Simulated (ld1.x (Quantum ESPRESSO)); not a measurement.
Zr (Z = 40), RRKJ: configuration errors across variants

```json
{
  "Element": "Zr (Z = 40)",
  "Generator": "ld1.x (Quantum ESPRESSO) 7.5",
  "Type": "norm-conserving RRKJ (Kleinman–Bylander form)",
  "Functional": "LDA (PZ)",
  "Relativity": "fully relativistic",
  "Frozen core": "[Ar] 3d10 4s2",
  "Valence charge": "10",
  "Reference configuration": "4p6 4d2 5s1 5p0 (charge +1)",
  "Partial waves": "4p (bound): rc 1.75 bohr; 4d (bound): rc 1.85 bohr; 5s (bound): rc 3.10 bohr",
  "Local potential": "the s channel",
  "Core correction": "none",
  "rho0": "0.02"
}
```

Open shells are filled in proportion to 2j + 1 (rel_dist='average').

All-electron excitation energies from the reference (eV): (1) 4p6 4d2 5s2 5p0 -7.352; (2) 4p6 4d2 5s0 5p0 13.241; (3) 4p6 4d1 5s0 5p0 36.059; (4) 4p6 4d2 5s1 5p1 -4.237; (5) 4p6 4d1 5s2 5p1 -4.291; (6) 4p5 4d2 5s2 5p0 30.741; (7) 4p6 4d2 5s0 5p2 -0.962.

3 further variants failed, have other tests or another functional or relativity, and are left out.

A true bound ghost makes a file unfit for plane-wave use even where its test errors are small: the radial tests pick states by their node count and pass the ghost by.

The file “local potential the p channel” misses its own reference levels by 1.2 eV.

Errors AE − PS in meV (a dash: test not solved or not reliable):

```tsv
change	(1)	(2)	(3)	(4)	(5)	(6)	(7)	bound ghosts
base	-1.4	-4.2	-12	-501	-730	-287	-1181	none
type TM; local potential all-electron potential smoothed inside 1.60 bohr (lloc = -1); rho0 0	+0.6	-0.9	+65	+20	-3.3	-140	+40	s
local potential the p channel	-4.0	+3.0	+25	+36	+42	-146	+85	s
all radii scaled by about 0.87 (s 2.70, p 1.52, d 1.60 bohr)	-0.6	-3.9	-20	-491	-713	-240	-1158	none
wave 4d (bound): rc 1.85 bohr becomes 4d (bound): rc 1.96 bohr	-1.3	-4.1	-11	-501	-729	-288	-1181	none
```

Question: Give the same row for: wave 5s (bound): rc 3.10 bohr becomes 5s (bound): rc 4.62 bohr.

Answer: +2.4, -52, -264, -467, -610, +53, -1171; bound ghosts: none.
